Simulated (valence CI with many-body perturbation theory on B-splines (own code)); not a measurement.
Sn²⁷⁺: key properties

Level of theory: configuration interaction combined with many-body perturbation theory (CI+MBPT): five valence electrons over a frozen Dirac-Fock core [Ar], radial functions for each j: 7 s, 7 p, 8 d, 6 f, 4 g, 1 h, with the one-electron correlation potential Σ1, the two-electron term Σ2, the three-electron term Σ3, Breit, model QED; selected CI, second order for the rest, scaled by the run's own slope (own B-spline code, finite nucleus).

No measured spectrum was set against this ion. As an estimate, large intervals hold to a few tenths of a per cent, small ones and those within an open d or f shell to about a per cent. Only levels of the ground parity were solved; by the run's estimate the other parity begins above the list, which can be wrong where configurations are misplaced.

Levels are named by their leading jj configuration (3d3/2^4 stands for four electrons in 3d with j = 3/2), which in mixed levels can hold well under half, so a name can repeat and another be missing.

Rates and lifetimes use the calculated energies. Strong lines usually hold to 10 to 20 %, long lifetimes can be off by a factor of two.

Question: What is the ground level?

Answer: (3d3/2^3 3d5/2^2) J=5/2, composition 73 % 3d5 6S + 20 % 3d5 4P + 3 % 3d5 2D, g = 1.861.

Question: How well does LS coupling describe the low levels?

Answer: Among the lowest 20 levels the leading LS term, summed over configurations, holds 53 % on average. For single configurations the figures are 53 % in LS and 70 % in jj coupling. Terms mix most in the J = 5/2 level at 10.578 eV, where the leading one holds 25 %.

Question: What is the ionisation energy?

Answer: 1507.4 eV; NIST lists 1508 ± 4 eV (theoretical).
